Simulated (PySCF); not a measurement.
SMILES [CH]1C=CC=C1 (C5H5), doublet (PBE0/def2-SVP optimised geometry):

```
10

C     -0.674    -1.183     0.000
C      0.760    -1.183     0.000
C      1.163     0.127     0.000
C     -0.042     0.983     0.000
C     -1.146     0.172     0.000
H     -1.307    -2.073     0.000
H      1.397    -2.066     0.000
H      2.190     0.495     0.000
H     -0.032     2.073     0.000
H     -2.190     0.483     0.000
```

Calculation: PySCF 2.14.0 with unrestricted PBE0/def2-TZVP.

### Question
What are the frontier orbital energies (α orbitals alone; a β orbital can be the lowest empty one) and the dipole moment?

### Answer
HOMO-2 -10.54 eV, HOMO-1 -6.75 eV, HOMO -6.40 eV, LUMO 1.33 eV, LUMO+1 1.35 eV; dipole moment 0.04 D.

On the same geometry unrestricted PBE/def2-TZVP (PySCF) gives HOMO-2 -9.02 eV, HOMO-1 -5.60 eV, HOMO -5.42 eV, LUMO 0.32 eV, LUMO+1 0.34 eV; dipole moment 0.06 D.

Meta-Löwdin charges at PBE0/def2-TZVP: C1 -0.04, C2 -0.19, C3 -0.10, C4 -0.10, C5 -0.19, H6 0.13, H7 0.13, H8 0.13, H9 0.13, H10 0.13.
